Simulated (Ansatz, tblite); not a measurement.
Spin states of the cluster Na2Te (the lowest singlet isomer of a short search), each relaxed with r2SCAN-D4/def2-TZVP in Ansatz. Electronic energies in the gas phase.

In the def2 sets Te takes a core potential, while STO-3G treats all electrons; there is no spin–orbit coupling. The xTB rows come from tblite. Correlated methods freeze 6 core orbitals; core or outer-core shells of Na, Te are correlated, in sets that lack core-valence functions. In the quintet geometry the species has come apart into loosely held pieces. The structure comes from a short search, and lower isomers may exist.

Singlet geometry (C2v within 0.1 Å):

```xyz
3

Na    0.131    0.427   -2.194
Na    0.861    0.089    2.065
Te   -0.992   -0.516    0.129
```

Triplet geometry (C2v within 0.1 Å):

```xyz
3

Na   -1.1205    1.4216    0.4169
Na    1.8568    0.0468   -0.0172
Te   -0.7363   -1.4683   -0.3997
```

Quintet geometry:

```xyz
3

Na    0.0978    1.5867    3.9099
Na   -0.0605   -0.6625   -4.1133
Te   -0.0372   -0.9242    0.2034
```

⟨S²⟩: triplet 2.00 at PBE0-D4/def2-TZVP (pure 2.00), quintet 6.00 at PBE0-D4/def2-TZVP (pure 6.00).

Only these spin states were relaxed. The quintet has fallen apart into loose fragments. The triplet has other bonds than the singlet, so the gap mixes isomer and spin. The quintet has other bonds than the singlet, so the gap mixes isomer and spin.

```
               level  triplet − singlet (kJ/mol)  quintet − singlet (kJ/mol)  lowest of these                                                                          remarks
            GFN2-xTB                        87.2                       413.1          singlet                                                                                –
           HF/STO-3G                       514.5                      1116.2          singlet  HOMO above zero (quintet), HOMO above zero (singlet), HOMO above zero (triplet)
       HF/def2-TZVPP                        45.5                       226.6          singlet                                                                                –
r2SCAN0-D4/def2-TZVP                       118.7                       393.6          singlet                                                                                –
   ωB97M-V/def2-TZVP                       138.0                       410.2          singlet                                                                                –
   RPA@PBE/def2-TZVP                       103.0                       346.6          singlet                                                                                –
       MP2/def2-TZVP                       134.5                       396.8          singlet                                                                                –
  CCSD(T)/def2-TZVPP                       122.2                       387.8          singlet                                                                                –
```

The xTB methods have no spin-polarisation term.
